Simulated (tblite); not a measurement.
3-bromophenol, C₆H₅BrO.
Bonds: O1–C2, C2–C3 (aromatic), C3–C4 (aromatic), C4–C5 (aromatic), C5–C6 (aromatic), C6–Br7, C6–C8 (aromatic), C2–C8 (aromatic). Hydrogens: H9 on O1; H10 on C3; H11 on C4; H12 on C5; H13 on C8.

Computed with GFN2-xTB (tblite), gas phase: L-BFGS steps from a force-field or distance-geometry start until the largest atomic force falls under 0.01 eV/Å.

Geometry at step 16:
```
atom  x, y, z in Å
O1     -2.4477   -0.5870    0.0292
C2     -1.1379   -0.2437   -0.0523
C3     -0.8334    1.1132   -0.0601
C4      0.4773    1.5366    0.0087
C5      1.5126    0.6167    0.0431
C6      1.1961   -0.7259   -0.0467
Br7     2.6067   -2.0376   -0.0512
C8     -0.1123   -1.1753   -0.0838
H9     -2.5266   -1.5760    0.1864
H10    -1.6639    1.7914   -0.0649
H11     0.6887    2.5897    0.0872
H12     2.5420    0.9345    0.1091
H13    -0.3060   -2.2361   -0.1223
```

Q: Give the atomic forces at this geometry.

A: 
```
atom  Fx (eV/Å)  Fy (eV/Å)  Fz (eV/Å)
  O1      0.050     -1.541      0.153
  C2     -0.186     -0.007      0.078
  C3      0.011     -0.024      0.135
  C4     -0.076     -0.018      0.081
  C5      0.083     -0.067     -0.159
  C6      0.188     -0.140      0.067
 Br7     -0.180      0.209     -0.011
  C8      0.204     -0.091      0.030
  H9      0.069      1.414     -0.330
 H10     -0.065      0.259      0.009
 H11      0.062      0.060     -0.097
 H12     -0.046     -0.009      0.007
 H13     -0.114     -0.045      0.038
```

The largest, 1.55 eV/Å, acts on O1; the rms over all components is 0.355 eV/Å. The forces sum to zero within rounding, as they must for an isolated molecule in no field.

Q: Give the force on O1 in Eh/bohr and in nN.

A: 1.549 eV/Å ÷ 51.422 = 0.03013 Eh/bohr, and 1.549 eV/Å × 1.602 = 2.48 nN.

Q: How far is this geometry from the end of the optimisation?

A: 0.070 eV above it, and 0.084 Å rms away after alignment. The bonds farthest from their final lengths, with half the difference of the two atoms' forces along the bond (positive lengthens):

```tsv
bond	now (Å)	final (Å)	force along bond (eV/Å)
O1–H9	1.005	0.965	-1.49
C6–Br7	1.926	1.907	-0.25
C3–H10	1.072	1.078	+0.12
C2–C8	1.386	1.390	+0.17
C2–C3	1.391	1.393	+0.01
O1–C2	1.356	1.354	+0.08
```

The angle farthest from its final value is C2–C3–H10, 116.6° against 118.6°.

Of the 2 listed bonds off by 0.010 Å or more, this force points towards the final length in 2.

The cost below is that of the whole relaxation. Time: 0.74 s of wall time. Hardware: one thread of an Intel Xeon at 2.70 GHz, shared host with 64 logical CPUs at a one-minute load of 59.
